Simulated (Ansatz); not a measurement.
Basis-set series for `[F][Ga]([F])[F]`. Total charge 0; spin multiplicity 1. The structure was optimised at the PBE0-D4/def2-TZVP level.

```tsv
functional	basis	functions	energy (Eh)	HOMO (eV)	LUMO (eV)
PBE0-D4	def2-SVP	74	-2223.47620	-11.50	-2.25
PBE0-D4	def2-QZVPP	260	-2224.16531	-11.83	-2.44
ωB97M-V	def2-SVP	74	-2223.83781	-14.00	-0.26
ωB97M-V	def2-QZVPP	260	-2224.52989	-14.39	-0.59
```

Give the rows for def2-TZVPP. (Estimate.)

Ansatz gave: 
```tsv
functional	basis	functions	energy (Eh)	HOMO (eV)	LUMO (eV)
PBE0-D4	def2-TZVPP	141	-2224.10296	-11.77	-2.34
ωB97M-V	def2-TZVPP	141	-2224.47049	-14.31	-0.36
```

Scalar relativity is left out up to krypton.
